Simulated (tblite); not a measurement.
C5H2ClN.
SMILES: `C=C1C(Cl)=C1C#N`

Method: GFN2-xTB as coded in tblite; computed harmonic values from a numerical Hessian at the method's own geometry, unscaled. Errors from tens to a few hundred cm⁻¹ against measured bands are possible.

Harmonic wavenumbers (cm⁻¹): 105.1, 132.9, 178.6, 288.1, 382.1, 422.7, 504.1, 513.7, 562.4, 688.5, 696.6, 823.2, 966.2, 1021.3, 1142.6, 1398.1, 1654.2, 1969.2, 2324.8, 3107.5, 3132.7.

A = 2858, B = 1587, C = 1020 MHz; mass 110.988 u (most abundant isotopes); point group Cs, symmetry number 1.

Problem. Zero-point energy?

Solution. Half the sum of the wavenumbers: 11007 cm⁻¹ = 131.67 kJ/mol.

Problem. What is S at 200 K and 1 bar for an ideal gas of classical rigid rotors and harmonic oscillators?

Solution. Translation 159.29, rotation 114.81, vibration 37.76: S = 311.9 J/(mol K).

Problem. And Cp and H(200 K) − H(0)?

Solution. Cp = 83.71 J/(mol K), of which vibrations give 50.45 (their classical limit is 21 R = 174.6); H(200 K) − H(0) = 11.24 kJ/mol without the zero-point energy, 4.59 from vibrations.

Problem. What must be added to the electronic energy to get the Gibbs energy at 200 K and 1 bar?

Solution. ZPE + [H(200 K) − H(0)] − T·S = 131.67 + 11.24 − 62.37 = 80.54 kJ/mol.

Problem. How do the functions run with temperature in this model?

Solution. 
| T (K) | S (J/(mol K)) | Cp (J/(mol K)) | H − H(0) (kJ/mol) | G − H(0) (kJ/mol) | ln q(vib) |
| --- | --- | --- | --- | --- | --- |
| 50 | 230.9 | 41.6 | 1.78 | -9.77 | 0.08 |
| 100 | 264.4 | 56.2 | 4.23 | -22.21 | 0.51 |
| 298.15 | 349.7 | 106.1 | 20.61 | -83.64 | 3.18 |
| 373.15 | 375.0 | 119.5 | 29.09 | -110.84 | 4.26 |
| 500 | 412.5 | 136.7 | 45.40 | -160.84 | 6.06 |
| 750 | 472.5 | 159.0 | 82.60 | -271.79 | 9.33 |
| 1000 | 520.3 | 172.8 | 124.19 | -396.09 | 12.23 |

q(vib) and H(0) count from the zero-point level.

Hindered rotation and anharmonicity are outside this model.
